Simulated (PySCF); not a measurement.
B(H)(Br)(OEt) (C2H6BBrO), SMILES CCOBBr.

Geometry: PBE0-D3(BJ)/def2-SVP. This is a generated structure with no PubChem entry under its InChIKey; it may be hypothetical. The values are those of a single conformer.

Two levels are set side by side: PBE/def2-TZVP (PySCF) and B3LYP/def2-TZVP (PySCF). Same geometry, gas phase. Differences are taken from unrounded values.

| quantity | B3LYP |
|---|---|
| orbital gap (eV) | 7.18 |
| highest occupied level (eV) | -7.84 |
| lowest empty level (eV) | -0.66 |
| dipole moment (D) | 2.99 |
| mean polarisability (bohr³) | 63.8 |

Task: What does PBE give, and how far is it from B3LYP? (The exact figures need the calculation; the answer reports its results.)

Result: 
| quantity | PBE | PBE minus B3LYP |
|---|---|---|
| orbital gap (eV) | 5.41 | -1.76 |
| highest occupied level (eV) | -6.81 | 1.03 |
| lowest empty level (eV) | -1.40 | -0.74 |
| dipole moment (D) | 2.89 | -0.09 |
| mean polarisability (bohr³) | 66.0 | 2.3 |

PBE's occupied levels lie high since its potential decays too fast outside the molecule; exact exchange lowers them and widens the gap. Loosely held outer electrons make PBE densities more polarisable. Differences between two approximate levels are no errors against the true value.

Rough cost on one machine, each run with all the roots and properties that it gave: B3LYP against PBE within a factor of 2.
